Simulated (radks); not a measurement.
All-electron atom: P in [Ne] 3s2 3p3.

Method: scalar-relativistic Kohn-Sham, LDA (Slater exchange, Perdew-Wang correlation), spin-polarised, spherical densities, finite nucleus; open shells are filled with parallel spins first; Fermi nuclear charge, rms radius 3.1889 fm; computed with a radial shooting solver on a logarithmic mesh with Libxc functionals.

Energy parts (hartree):
| part | energy |
|---|---|
| total | -340.84712 |
| kinetic | 341.61828 |
| electron-nucleus | -814.16692 |
| Hartree | 153.61764 |
| exchange-correlation | -21.91612 |

Orbitals (lengths in bohr, moments of r in powers of bohr; r(max) is where P^2 peaks; r(90%) holds 90 % of the orbital's charge):
[
 {"orbital": "1s up", "occ.": "1", "eigenvalue (hartree)": "-76.28122", "r(90%)": "0.186", "r(max)": "0.06785", "<r^4>": "0.0005462"},
 {"orbital": "1s down", "occ.": "1", "eigenvalue (hartree)": "-76.26862", "r(90%)": "0.186", "r(max)": "0.06784", "<r^4>": "0.0005460"},
 {"orbital": "2s up", "occ.": "1", "eigenvalue (hartree)": "-6.35337", "r(90%)": "0.822", "r(max)": "0.4201", "<r^4>": "0.1950"},
 {"orbital": "2s down", "occ.": "1", "eigenvalue (hartree)": "-6.33885", "r(90%)": "0.820", "r(max)": "0.4202", "<r^4>": "0.1932"},
 {"orbital": "2p up", "occ.": "3", "eigenvalue (hartree)": "-4.56786", "r(90%)": "0.815", "r(max)": "0.3535", "<r^4>": "0.1956"},
 {"orbital": "2p down", "occ.": "3", "eigenvalue (hartree)": "-4.54972", "r(90%)": "0.813", "r(max)": "0.3537", "<r^4>": "0.1928"},
 {"orbital": "3s up", "occ.": "1", "eigenvalue (hartree)": "-0.54273", "r(90%)": "2.87", "r(max)": "1.568", "<r^4>": "29.28"},
 {"orbital": "3s down", "occ.": "1", "eigenvalue (hartree)": "-0.45318", "r(90%)": "2.95", "r(max)": "1.565", "<r^4>": "32.67"},
 {"orbital": "3p up", "occ.": "3", "eigenvalue (hartree)": "-0.23068", "r(90%)": "3.68", "r(max)": "1.820", "<r^4>": "80.21"},
 {"orbital": "3p down", "occ.": "0", "eigenvalue (hartree)": "-0.15128", "r(90%)": "4.05", "r(max)": "1.852", "<r^4>": "121.7"}
]

The highest occupied level is 3p up at -6.277 eV. The electron density at the nucleus is 2373 e/bohr^3 (large components only). Summed over all electrons, <r^2> = 30.38 bohr^2, which gives a Langevin (diamagnetic) susceptibility term of -24.1 x 10^-6 cm^3/mol. The spin density at the nucleus is -0.1085 e/bohr^3 (1s -0.1912, 2s -0.0112, 3s 0.0939). For comparison, the ionisation energy in NIST's Atomic Spectra Database is 10.487 eV (measured). In exact Kohn-Sham theory the highest level is minus the ionisation energy, but local and semilocal functionals leave it too shallow, through self-interaction and a potential that decays too fast; potentials with the right tail come closer. Spin moment in Bohr magnetons: 3. The density falls to 0.001 e/bohr^3 at r = 4.24 bohr.
